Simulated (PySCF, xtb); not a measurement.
CH₄ClFOSi, SMILES OC[Si@H](Cl)F. Other conformers were not sampled.

Harmonic wavenumbers (cm⁻¹) from GFN2-xTB (xtb) at its own minimum, in rising order: 43, 117, 178, 203, 304, 332, 522, 626, 667, 722, 787, 813, 1059, 1115, 1277, 1325, 1458, 2330, 2879, 2963, 3567.

Task: What does PySCF with PBE0-D3(BJ)/def2-SVP give at its own minimum? (Estimate from the structure and the level; the computed values follow.)

Result: 72, 126, 213, 240, 306, 340, 551, 691, 742, 825, 878, 920, 1103, 1150, 1298, 1376, 1441, 2276, 3013, 3118, 3883. Paired by order, the mean absolute difference is 68 cm⁻¹ and the zero-point energies are 33.3 and 35.1 kcal/mol.
